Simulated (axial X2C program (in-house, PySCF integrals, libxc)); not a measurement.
**Correcting the dissociation energy of SBr for spin–orbit coupling**

A spin-free PBE0 curve (one-electron X2C) was computed with an in-house relativistic program for diatomic molecules, basis Br dyall-cv3z [8s9p6d4f1g], S dyall-av3z [9s8p3d2f] (cores contracted in-house), for the state M_S = 1/2, Λ = 1 (beyond evenly filled blocks: π+α, π+β, π-α). It gives D0 = 2.607 eV to Br + S, which in a spin-free picture are the weighted means of the ground terms.

Measured levels of the ground terms (NIST Handbook of Basic Atomic Spectroscopic Data), in cm⁻¹: Br 2P: J = 3/2 at 0, J = 1/2 at 3685.2; S 3P: J = 2 at 0, J = 1 at 396.1, J = 0 at 573.6.

The two components of the molecular doublet are 895 cm⁻¹ apart in the PBE0 2c search (Ω = 3/2 lower), so the lower one lies 448 cm⁻¹ under their mean.

How far does each ground level lie under the (2J+1)-weighted mean of its term?

Br: (4 × 0 + 2 × 3685.2)/6 = 1228 cm⁻¹; S: (5 × 0 + 3 × 396.1 + 1 × 573.6)/9 = 196 cm⁻¹.

Correct D0.

D0 = 2.607 + (448 − 1424)/8065.5 = 2.486 eV at PBE0 with these spin–orbit terms.

Second-order spin–orbit effects in the molecule, which grow quickly with Z, are left out. The state is a single determinant with fixed occupations, the lowest that a limited PBE0 search found. Dissociation energies refer to the lowest single-determinant-based atoms at the same level and basis. The functionals have no current-density term, which raises determinants with orbital currents, atoms included.
